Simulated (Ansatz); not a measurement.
The same molecule with X = Mg, Zn, Cd. Ansatz, PBE0-D4/def2-TZVP geometries, multiplicity 1. Each molecule was computed in one conformer, which needn't be the lowest.

Elements past krypton have def2 core potentials. Scalar relativity is left out up to krypton.

```tsv
X	molecule	mean X–O bond length / Å	LUMO energy (ωB97M-V/def2-TZVPP) / eV	HOMO–LUMO gap (PBE0/def2-TZVPP) / eV	HOMO–LUMO gap (ωB97M-V/def2-TZVPP) / eV
Mg	`[OH][Mg][O][SiH3]`	1.772	-0.09	6.69	10.28
Zn	`[OH][Zn][O][SiH3]`	1.758	0.31	6.99	10.96
```

Give the row for X = Cd, `[OH][Cd][O][SiH3]`. (Best estimate.)

Computed: 
```json
{"X": "Cd", "molecule": "`[OH][Cd][O][SiH3]`", "mean X–O bond length / Å": "1.952", "LUMO energy (ωB97M-V/def2-TZVPP) / eV": "-0.03", "HOMO–LUMO gap (PBE0/def2-TZVPP) / eV": "6.36", "HOMO–LUMO gap (ωB97M-V/def2-TZVPP) / eV": "10.41"}
```

From Mg to Cd the mean X–O bond length isn't monotonic: highest at Cd, lowest at Zn; the LUMO energy (ωB97M-V/def2-TZVPP) isn't monotonic: highest at Zn, lowest at Mg; the HOMO–LUMO gap (PBE0/def2-TZVPP) isn't monotonic: highest at Zn, lowest at Cd; the HOMO–LUMO gap (ωB97M-V/def2-TZVPP) isn't monotonic: highest at Zn, lowest at Mg. Bonds lengthen as the atom grows down the group.
